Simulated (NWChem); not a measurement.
Species: HSeSBr; SMILES S[Se]Br

```xyz
4

Se     0.7276    -0.6002     0.0063
Br    -0.2188     1.5528     0.0114
S     -0.9752    -1.9446     0.0569
H     -1.2068    -2.0209    -1.2775
```
Atoms are numbered in this order, from 1.

Level: PBE0/def2-SVP (NWChem), optimised geometry, unscaled harmonic frequencies. This build's default masses of Se (78.918 u) and Br (79.917 u) are each other's, which moves their modes by up to 0.6 %.

### Question
List the harmonic frequencies with IR intensities, and the thermochemistry.

### Answer
| frequency (cm⁻¹) | IR intensity (km/mol) |
|---|---|
| 132 | 0.9 |
| 282 | 18.9 |
| 377 | 23.0 |
| 416 | 12.1 |
| 844 | 2.0 |
| 2664 | 0.5 |

The zero-point energy is 6.7 kcal/mol and the thermal correction to the enthalpy at 298.15 K (with zero-point energy) is 10.2 kcal/mol. The heat capacity Cv comes out as 13.1 cal/(mol K), the entropy at 298.15 K and 1 atm (symmetry number 1) is 76.0 cal/(mol K) and the dipole moment comes out as 1.70 D.

Rigid rotor and harmonic oscillator.
